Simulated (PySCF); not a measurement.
A GIAO shielding run with PySCF (density fitting, non-relativistic, gas phase) on `C[C@@H]1C[C@]12C[C@@H]2S[SiH3]`, C₆H₁₂SSi:

```
$ OMP_NUM_THREADS=1 python probes_run.py task.json out

{"job": {"kind": "nmr", "xc": "PBE0", "basis": "pcSseg-1"}, "charge": 0, "multiplicity": 1}
C     -2.419865     0.384372     0.881247
C     -1.122012     0.656430     0.163643
C     -1.015569     0.428541    -1.329794
C     -0.326901    -0.470743    -0.373353
C     -0.213439    -1.926258    -0.130721
C      1.017548    -1.051082    -0.194206
S      1.929333    -0.756958     1.338406
Si     2.959066     1.039429     0.804996
H     -2.914679    -0.483467     0.452378
H     -2.232221     0.188876     1.935509
H     -3.087299     1.241027     0.803807
H     -0.570562     1.499436     0.566332
H     -0.422980     1.113251    -1.919722
H     -1.884098     0.046769    -1.847661
H     -0.501459    -2.304877     0.839246
H     -0.385651    -2.616906    -0.944872
H      1.679364    -1.147541    -1.045861
H      1.992662     2.111408     0.591043
H      3.685915     0.778097    -0.433055
H      3.827699     1.280872     1.941082
```

Hardware: 1 thread of an Arm Neoverse N1, shared host. The job also computes population analyses, field gradients, ring-centre shieldings.

(1) How large is the calculation?

(2) How long does it take, and how much memory does it need?

## Answers

(1) 78 electrons, 210 basis functions and 1132 auxiliary functions.

(2) 72 s of wall time, with 12 SCF cycles and 4 response iterations; peak memory 1 GiB. Times on a shared host scatter by some tens of per cent.
